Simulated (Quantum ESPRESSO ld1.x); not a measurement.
The numbers below are computed, except where a source is named.
Q: The aim is the molybdenum ion Mo+ in [Kr] 4d5. This ld1.x (Quantum ESPRESSO 7.5) run was made with `OMP_NUM_THREADS=1 ld1.x < ld1.in > ld1.out`. Can the result be used? Name any fault.

```
 &input
    zed=42.0,
    iswitch=1,
    rel=2,
    lsd=1,
    dft='PW',
    config='[Kr] 4d5',
    prefix='ld1',
    max_out_wfc=37,
    file_charge='ld1.rho',
 /
```

Output (excerpt):

```
     Program LD1 v.7.5 starts

 %%%%%%%%%%%%%%%%%%%%%%%%%%%%%%%%%%%%%%%%%%%%%%%%%%%%%%%%%%%%%%%%%%%%%%%%%%%%%%
     Error in routine ld1_readin (1):
     local spin density and spin-orbit not allowed
 %%%%%%%%%%%%%%%%%%%%%%%%%%%%%%%%%%%%%%%%%%%%%%%%%%%%%%%%%%%%%%%%%%%%%%%%%%%%%%

     stopping ...
```

A: No (refused). The line at issue: rel=2. The program stops in ld1_readin with "local spin density and spin-orbit not allowed": spin polarisation goes with rel = 0 or 1 alone. The sound input gives -4044.2857 hartree.
